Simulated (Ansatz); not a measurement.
Species: C$_{5}$H$_{10}$N, net charge 0, doublet state. It need not be the lowest isomer of its formula. 
Coordinates optimised at B3LYP-D3(BJ)/def2-TZVP (Ansatz, a program for electronic structure):
```xyz
16

C     -1.5889     0.1863     0.4213
C     -1.1903    -1.0659    -0.3769
C      0.3397    -1.1787    -0.1998
C      0.7619     0.2156     0.1565
C     -0.4071     1.1442     0.2078
N      2.0349     0.6831    -0.1799
H     -1.6761    -0.0581     1.4831
H     -2.5426     0.6062     0.0992
H     -1.7252    -1.9611    -0.0576
H     -1.4209    -0.9086    -1.4335
H      0.8287    -1.5386    -1.1148
H      0.5952    -1.9019     0.5871
H     -0.3285     1.9032     0.9940
H     -0.5268     1.6932    -0.7430
H      2.2828     1.5658     0.2457
H      2.7767     0.0087    -0.0534
```
Charge 0, spin multiplicity 2.

Basis-set convergence of Hartree-Fock and CCSD(T) correlation energies (hartree) with Ansatz. Cores are frozen in the correlated levels unless marked. UHF or UKS for open shells. Spin-orbit coupling is left out. Non-relativistic.

```tsv
basis	functions	E(HF)	E(corr, CCSD(T))
cc-pVDZ	134	-249.59044	-0.94725
cc-pVTZ	320	(withheld)	(withheld)
```

### Question
Some entries are withheld; supply them.

### Answer

- cc-pVTZ, E(HF): -249.65916
- cc-pVTZ, E(corr, CCSD(T)): -1.14092
